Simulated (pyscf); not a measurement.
# cyclic C₃H₃O- (SMILES [O-]C1=CC1), singlet

Gas-phase minimum from PySCF at ωB97X-D3(BJ)/def2-SVPD, one conformer. 

```xyz
7

O      0.4501     1.6898     0.2328
C      0.0767     0.5314    -0.0684
C      0.1211    -0.6230    -0.7325
C     -0.9872    -0.5165     0.2940
H      0.5472    -1.2971    -1.4740
H     -0.9245    -1.0520     1.2667
H     -2.0440    -0.3571    -0.0138
```
Charge -1, spin multiplicity 1.

Bonded distances (Å): O1–C2 1.254, C2–C3 1.333, C2–C4 1.537, C3–C4 1.514, C3–H5 1.089, C4–H6 1.112, C4–H7 1.112. Bond angles (°): O1–C2–C3 155.5, O1–C2–C4 141.2, C3–C2–C4 63.2, C2–C3–C4 65.0, C2–C3–H5 152.7, C4–C3–H5 142.3, C2–C4–C3 51.8, C2–C4–H6 119.7, C2–C4–H7 119.7, C3–C4–H6 121.2, C3–C4–H7 121.2, H6–C4–H7 111.4.

Properties at ωB97X-D3(BJ)/def2-SVPD:

Harmonic wavenumbers, unscaled: 188, 482, 589, 761, 937, 966, 990, 1066, 1126, 1209, 1481, 1881, 2926, 2953, 3228 cm⁻¹
Zero-point energy: 29.7 kcal/mol
Rotational symmetry number: 1
Entropy of this conformer at 298 K and 1 atm, rigid rotor and harmonic oscillator, modes under 100 cm⁻¹ raised to 100: 273.4 J/(mol K)
Dipole moment: depends on origin

Single-point totals, which compare only within one level (frozen core for MP2 and CC):

```csv
level,total energy (hartree)
ωB97X-D3(BJ)/def2-TZVPD,-191.42292
PBE/def2-TZVPD,-191.13873
r²SCAN/def2-TZVPD,-191.25353
B3LYP-D3(BJ)/def2-TZVPD,-191.37143
PBE0-D3(BJ)/def2-TZVPD,-191.14201
M06-2X/def2-TZVPD,-191.28078
ωB97M-D3(BJ)/def2-TZVPD,-191.41184
HF/def2-TZVPPD,-190.18597
MP2/def2-TZVPPD,-190.92410
CCSD/def2-TZVPPD,-190.93250
CCSD(T)/def2-TZVPPD,-190.97031
```

Soft torsions are taken as harmonic, which can shift the entropy by several J/(mol K). The CCSD(T) − MP2 part came from Ansatz, without density fitting, on the same reference.
